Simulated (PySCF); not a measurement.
Si(H)(F)2(Et) (C₂H₆F₂Si), SMILES F[SiH](F)CC.

Geometry: r2SCAN-D4/def2-SVP. One conformer was computed; it need not be the lowest.

All values below come from TDA-PBE/def2-SVPD (PySCF).

Vertical excitations. Isolated molecule, no solvent. State labels are in the subgroup Cs.

Computed excitation energies, oscillator strengths and character:
| state | symmetry | energy (eV) | λ (nm) | f | main pairs |
|---|---|---|---|---|---|
| S1 | A' | 7.35 | 169 | 0.008 | HOMO→LUMO 99 % |
| S2 | A" | 7.58 | 164 | 0.002 | HOMO→LUMO+1 99 % |
| S3 | A' | 7.90 | 157 | 0.038 | HOMO→LUMO+2 98 % |
| S4 | A" | 8.48 | 146 | 0.001 | HOMO−1→LUMO 100 % |
| S5 | A' | 8.55 | 145 | 0.022 | HOMO→LUMO+3 92 % |
| S6 | A' | 8.73 | 142 | 0.001 | HOMO−1→LUMO+1 92 % |
| S7 | A' | 8.80 | 141 | 0.025 | HOMO−2→LUMO 92 % |
| S8 | A" | 8.97 | 138 | 0.008 | HOMO−1→LUMO+2 94 % |
| S9 | A' | 9.05 | 137 | 0.225 | HOMO→LUMO+4 74 % |
| S10 | A" | 9.08 | 137 | 0.006 | HOMO−2→LUMO+1 76 %, HOMO→LUMO+6 15 % |
| T1 | A' | 7.11 | 174 | 0 | HOMO→LUMO 99 % |
| T2 | A" | 7.24 | 171 | 0 | HOMO→LUMO+1 99 % |
| T3 | A' | 7.59 | 163 | 0 | HOMO→LUMO+2 98 % |
| T4 | A' | 8.24 | 150 | 0 | HOMO→LUMO+3 61 %, HOMO→LUMO+4 35 % |
Triplets are in the Tamm–Dancoff approximation.
